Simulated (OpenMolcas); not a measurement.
## Ti2+ in a point-charge field

Ti2+ among 6 point charges of -1 e arranged as an octahedron (Oh), 1.63 Å from the ion.

| Quantity | Value |
| --- | --- |
| Program | OpenMolcas |
| Method | SS-CASPT2, IPEA 0.25 Eh, imaginary shift 0.1 Eh (closed shells correlated: 3s 3p) |
| Basis | ANO-RCC-VDZP [5s4p2d1f] |
| Scalar Hamiltonian | DKH2, point nucleus |
| Active space | 2 electrons in 5 orbitals (3d) |
| State averaging | 2S+1 = 3 even, 10 roots; 2S+1 = 1 even, 15 roots |
| Spin-orbit coupling | RASSI with atomic mean-field integrals over the reference wave functions |

The lowest spin-free states (labels of O, the rotations of Oh), above the lowest:

| State | Degeneracy | E (cm-1) | Free-ion L (%) |
| --- | --- | --- | --- |
| 3T1 | 3 | 0 | F (93) |
| 1T2 | 3 | 8170 | D (60) |
| 1E | 2 | 8690 | D (51) |
| 3T2 | 3 | 13960 | F (100) |
| 1A1 | 1 | 17030 | G (70) |
| 3T1 | 3 | 22520 | P (93) |
| 1T2 | 3 | 24360 | G (60) |
| 1T1 | 3 | 27240 | G (100) |
| 3A2 | 1 | 30890 | F (100) |
| 1E | 2 | 42200 | G (51) |
| 1A1 | 1 | 55080 | S (70) |

The lowest levels with spin-orbit coupling:

```tsv
E (cm-1)	Degeneracy	Label	2S+1
0	2	E	3
2	3	T2	3
140	3	T1	3
210	1	A1	3
8240	3	T2	1
8760	2	E	1
13980	1	A2	3
14010	3	T2	3
14060	3	T1	3
14060	2	E	3
17100	1	A1	1
22500	1	A1	3
22550	3	T1	3
22630	3	T2	3
22630	2	E	3
24430	3	T2	1
27310	3	T1	1
30960	3	T2	3
42280	2	E	1
55160	1	A1	1
```

Powder χT (cm3 K/mol): 0.0875 at 2 K, 0.151 at 10 K, 0.429 at 50 K, 0.718 at 100 K, 1.02 at 200 K, 1.16 at 300 K. The effective moment at 300 K is 2.828 √(χT) = 3.05 μB.

The lowest level has 2S+1 = 3, for which the spin-only value is χT = S(S+1) / 2 = 1.000 cm3 K/mol (g = 2). The computed 1.163 at 300 K differs by +0.163, through orbital momentum, spin-orbit coupling and any other state in reach. With a threefold ground state the orbital momentum is unquenched, so the spin-only value is not expected to hold.

A least-squares ligand-field fit to the states below 45000 cm-1, each weighted by its degeneracy and with a free common offset, gives 10Dq = 16643 cm-1, B = 611 cm-1 and C = 2399 cm-1 (C/B = 3.93), with an rms deviation of 618 cm-1.

Roots that are degenerate in the reference are averaged as groups; the widest CASPT2 spread within a group is 480 cm-1 (the 3-fold group of multiplicity 3 near 14000 cm-1 above the lowest state of its run). Shifts and gaps below about the spread of the groups concerned are not significant. An orbital triplet at a regular site is open to Jahn-Teller coupling, which can distort the site and quench the lowest spin-orbit gaps and is left out. Free-ion shares, where given, are those of the reference states; single-state CASPT2 does not remix them. Point charges carry no covalency, so the field is a model and not that of real ligands. No measured value stands beside these numbers.
